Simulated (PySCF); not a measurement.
# C₆ coefficients of unlike pairs at PBE

Calculated with PySCF 2.14 from the dipole response of each species, C₆(A,B) = (3/π) ∫ α_A(iu) α_B(iu) du, in atomic units, from isotropic polarisabilities. For ions this is the dispersion term alone; charge-induced terms of lower order in 1/R come first.

```json
{"species": "Ga⁺", "configuration": "[Ar] 3d10 4s2 (1S)", "basis": "aug-cc-pwCVTZ-PP with ECP10MDF (8s7p6d4f1g)", "relativity": "core potential", "α (bohr³)": "17.52", "C₆ (like pair)": "88.73"}
{"species": "Mo", "configuration": "[Kr] 4d5 5s1 (7S)", "basis": "aug-cc-pVDZ-PP with ECP28MDF (5s5p4d2f)", "relativity": "core potential", "α (bohr³)": "71.73", "C₆ (like pair)": "722.9"}
{"species": "Pd", "configuration": "[Kr] 4d10 (1S)", "basis": "def2-QZVPPD with the def2 core potential (28 electrons) (7s5p4d4f2g)", "relativity": "core potential", "α (bohr³)": "27.14", "C₆ (like pair)": "193.8"}
{"species": "As⁺", "configuration": "[Ar] 3d10 4s2 4p2 (3P)", "basis": "x2c-TZVPPall with one added diffuse shell each of s, p, d type (7s6p5d1f)", "relativity": "spin-free X2C", "α (bohr³)": "16.98", "C₆ (like pair)": "102.3"}
```

Question: Estimate C₆ for As⁺ with Pd.

Answer: The integral gives 139.7. The combination rule 2 C_A C_B / (C_A α_B/α_A + C_B α_A/α_B) gives 139.2 and the geometric mean 140.8.

No spin-orbit coupling is included.

The other pairs:

```json
{"pair": "Pd, Mo", "C₆": "358.6"}
{"pair": "As⁺, Ga⁺", "C₆": "94.77"}
{"pair": "Mo, Ga⁺", "C₆": "244.0"}
{"pair": "As⁺, Mo", "C₆": "256.0"}
{"pair": "Pd, Ga⁺", "C₆": "130.4"}
```
